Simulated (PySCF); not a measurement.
B2H4, SMILES BB. Heavy atoms are numbered as in [BH2:1][BH2:2]. Hydrogens are named by the atom that carries them.

Coordinates come from a B3LYP-D3(BJ)/def2-TZVP optimisation.

Method: PBE/def2-TZVPD (PySCF).

Mulliken values depend strongly on the basis, most of all with diffuse functions as here. ESP charges are fitted to the potential on shells at 1.4 to 2.0 van der Waals radii. Atomic charges (e), one atom of each kind:

```tsv
atom	IAO	Mulliken	ESP fit
B1 (BH2)	-0.10	-0.07	0.12
H on B1	0.05	0.04	-0.06
```
